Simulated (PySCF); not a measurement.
Consider 4-aminobenzaldehyde, `Nc1ccc(C=O)cc1` (C7H7NO). Coordinates in Å; atoms count from 1 in this order:
```
N     2.7861   -0.3029    0.1512
C     1.4316   -0.1470    0.0814
C     0.5762   -0.9179    0.9005
C    -0.7953   -0.7848    0.8048
C    -1.3694    0.1163   -0.1058
C    -2.8275    0.2488   -0.2005
O    -3.6257   -0.3750    0.4591
C    -0.5232    0.8819   -0.9174
C     0.8540    0.7584   -0.8320
H     3.1812   -0.7954    0.9387
H     3.3816    0.3860   -0.2842
H     1.0125   -1.6243    1.6120
H    -1.4652   -1.3754    1.4346
H    -3.1728    1.0002   -0.9597
H    -0.9596    1.5889   -1.6300
H     1.5024    1.3606   -1.4738
```

These are calculated values, ωB97X-D3(BJ)/def2-TZVP in PySCF (grid level 2) at geometries from PBE0-D3(BJ)/def2-SVP. Zero-point and thermal terms (298.15 K, 1 bar) come from unscaled GFN2-xTB harmonic frequencies, with soft modes damped to free rotors in the entropy. These were taken at the GFN2-xTB minima.

Question: Rank these of its sites by proton affinity, highest first.
A. N1 (aryl amine nitrogen)
B. C5 (aromatic carbon)
C. O7 (carbonyl oxygen)

Answer: C (923 kJ/mol), A (863 kJ/mol), B (846 kJ/mol).

Not ranked, since the method can't order them against a listed neighbour: C3 (844 kJ/mol).

Question: For C3 (aromatic carbon), what are ΔE (electronic) and ΔG(298 K) of removing the proton again?

Answer: ΔE = 865 and ΔG = 814 kJ/mol, beside ΔH = 844 kJ/mol. The protonated species is `[NH2+]=C1C=CC(C=O)=CC1`.

Question: Of those listed, which site of protonation is favoured in 1,4-dioxane (IEF-PCM), and by how much?

Answer: O7 (carbonyl oxygen), by 17 kJ/mol over N1 (aryl amine nitrogen); the gas phase favours the same one.

Known limits: the order of C5 and C3 is undecided: the gaps lie inside the method's error (some 10 kJ/mol, one structure a species).
